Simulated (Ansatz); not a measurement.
ethylene (C$_{2}$H$_{4}$), singlet, at a GFN2-xTB geometry; CAM-B3LYP/aug-cc-pVDZ (Ansatz, an electronic-structure program).

Ansatz was given this input:
Ansatz 0.2 input:
```yaml
crystal:
  periodic: [false, false, false]
  atoms:
    - {symbol: C, position_ang: [-0.01328681, -0.00656652, 0.65800535]}
    - {symbol: C, position_ang: [0.01328681, 0.00656652, -0.65800535]}
    - {symbol: H, position_ang: [-0.02089650, 0.90169144, 1.23822259]}
    - {symbol: H, position_ang: [-0.02873771, -0.92622134, 1.21982272]}
    - {symbol: H, position_ang: [0.02873771, 0.92622134, -1.21982272]}
    - {symbol: H, position_ang: [0.02089650, -0.90169144, -1.23822259]}
basis:
  gaussian:
    orbitals: aug-cc-pVDZ
hamiltonian:
  xc: cam_b3lyp
```

It wrote (shortened):

```
Functional definition: CAM-B3LYP
724 factors; their error is unknown
422 factors; integrals over basis functions are off by at most 5.2e-6 eV
mean field evaluation 1: about -2133.1234 eV, gradient 4.0e1 eV
mean field evaluation 2: about -2134.3503 eV, gradient 3.3e1 eV
mean field evaluation 4: about -2137.2203 eV, gradient 1.1e-1 eV
mean field evaluation 8: about -2137.2180 eV, gradient 2.9e-2 eV
mean field -2137.21796758 eV, -78.5413116503 hartree, gradient 1.4e-5 eV, S^2 0.000000; 0 other end points of the search recorded, 0 dependent functions left out
reference -2137.21810486 eV, -78.5413166953 hartree; 8, 8 occupied and 74, 74 virtual orbitals, 724 factors
Total energy: -2137.21810486 eV, -78.5413166953 hartree
```
